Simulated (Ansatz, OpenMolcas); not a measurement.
Worked example: vertical ionisation energy of CH2BrCl (bromochloromethane)

CH2BrCl has 5 atoms, charge 0, and is taken as a singlet. SMILES: `ClCBr`. The coordinates come from a PBE0-D4/def2-TZVP relaxation.

```xyz
5

Cl   -1.6152    0.1586    0.5189
C     0.0005    0.0493   -0.1586
Br    1.3124   -0.6021    1.0980
H     0.3181    1.0396   -0.4668
H    -0.0159   -0.6454   -0.9915
```

Both states at this one shape; open shells run unrestricted unless said. 1 Eh = 27.2114 eV.

```
            level     program  singlet CH2BrCl (Eh)  doublet CH2BrCl+ (Eh)  HOMO of the first (eV)
         HF/3-21G      Ansatz          -3056.141467           -3055.770462                  -11.20
  SVWN5/def2-SVPD      Ansatz          -3067.783301           -3067.397737                   -7.18
   TPSS/def2-SVPD  OpenMolcas          -3073.125676           -3072.741285                   -7.21
r2SCAN0/def2-SVPD      Ansatz          -3073.109608           -3072.709084                   -8.61
```

Problem. Work out the vertical ionisation energy at each level.

Solution. 
1. HF/3-21G: -3055.770462 − (-3056.141467) = 0.371005 Eh = 10.10 eV; −ε(HOMO) = 11.20 eV.
2. SVWN5/def2-SVPD: -3067.397737 − (-3067.783301) = 0.385564 Eh = 10.49 eV; −ε(HOMO) = 7.18 eV.
3. TPSS/def2-SVPD: -3072.741285 − (-3073.125676) = 0.384391 Eh = 10.46 eV; −ε(HOMO) = 7.21 eV.
4. r2SCAN0/def2-SVPD: -3072.709084 − (-3073.109608) = 0.400524 Eh = 10.90 eV; −ε(HOMO) = 8.61 eV.

No measured value is set beside it here; the levels span 10.10 to 10.90 eV. In Hartree–Fock, −ε(HOMO) (Koopmans) exceeds the difference of totals by the orbital relaxation of the ion. In semi-local functionals −ε(HOMO) lies far under the ionisation energy, a result of self-interaction, while the difference of totals does much better. Hartree–Fock favours the state with fewer electron pairs, since it lacks pair correlation. Spin-orbit coupling, which splits open shells on such heavy atoms by tenths of an eV, is left out. All-electron rows are non-relativistic unless named.
